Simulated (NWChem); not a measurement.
# CCl3, doublet; SMILES Cl[C](Cl)Cl

In the optimisation the excess spin sits in a (C3, its own frame).

Problem. Give the equilibrium geometry at PBE0/def2-SVP, spin-unrestricted (NWChem) as a list of bonds and angles, with the point group.

Solution. point group C3v; any orientation.
Bonded distances (Å): Cl1–C2 1.712, C2–Cl3 1.712, C2–Cl4 1.712. Bond angles (°): Cl1–C2–Cl3 117.1, Cl1–C2–Cl4 117.1, Cl3–C2–Cl4 117.1.
